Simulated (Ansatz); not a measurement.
C$_{8}$H$_{16}$ (`C[C@@H]1CCCC[C@@H]1C`), relaxed with RKS PBE0-D4/def2-TZVP in Ansatz from a PBE-D4/def2-SVP geometry. The force threshold is 0.005 eV/Å; the program also tests the step.

Charge 0, multiplicity 1.

Start:

```xyz
24

C    -1.365    1.453   -0.093
C    -0.786    0.194   -0.758
C    -1.341   -1.100   -0.126
C    -0.788   -1.360    1.282
C     0.746   -1.390    1.273
C     1.330   -0.119    0.645
C     0.767    0.147   -0.764
C     1.410    1.378   -1.409
H    -1.040    1.566    0.961
H    -1.068    2.375   -0.630
H    -2.474    1.416   -0.091
H    -1.112    0.211   -1.822
H    -1.068   -1.959   -0.779
H    -2.452   -1.065   -0.107
H    -1.192   -2.314    1.681
H    -1.138   -0.565    1.978
H     1.087   -2.274    0.687
H     1.140   -1.531    2.302
H     2.438   -0.190    0.592
H     1.115    0.755    1.300
H     1.040   -0.737   -1.388
H     1.263    2.288   -0.790
H     2.504    1.238   -1.529
H     0.983    1.582   -2.413
```

(1) How much energy does the relaxation release, and in how many steps? (Best estimate.)

(2) Which bonds change most? (Best estimate.)

(3) Give the relaxed structure. (Best estimate.)

Answers

(1) Ansatz gave: 9.03 kJ/mol, in 4 steps.

(2) Ansatz gave: C1–H9 from 1.109 to 1.092 Å; C4–H16 from 1.113 to 1.096 Å; C6–H20 from 1.114 to 1.097 Å; C2–C7 from 1.554 to 1.537 Å.

(3) Ansatz gave: 
```xyz
24

C    -1.347    1.436   -0.088
C    -0.776    0.190   -0.755
C    -1.329   -1.091   -0.128
C    -0.782   -1.343    1.271
C     0.739   -1.376    1.262
C     1.317   -0.114    0.639
C     0.761    0.140   -0.759
C     1.394    1.366   -1.396
H    -1.028    1.537    0.951
H    -1.049    2.346   -0.613
H    -2.440    1.400   -0.091
H    -1.099    0.211   -1.804
H    -1.061   -1.940   -0.768
H    -2.423   -1.050   -0.108
H    -1.180   -2.284    1.662
H    -1.126   -0.558    1.954
H     1.075   -2.246    0.683
H     1.125   -1.511    2.277
H     2.409   -0.183    0.587
H     1.099    0.748    1.282
H     1.033   -0.730   -1.373
H     1.248    2.258   -0.781
H     2.472    1.227   -1.516
H     0.970    1.568   -2.384
```
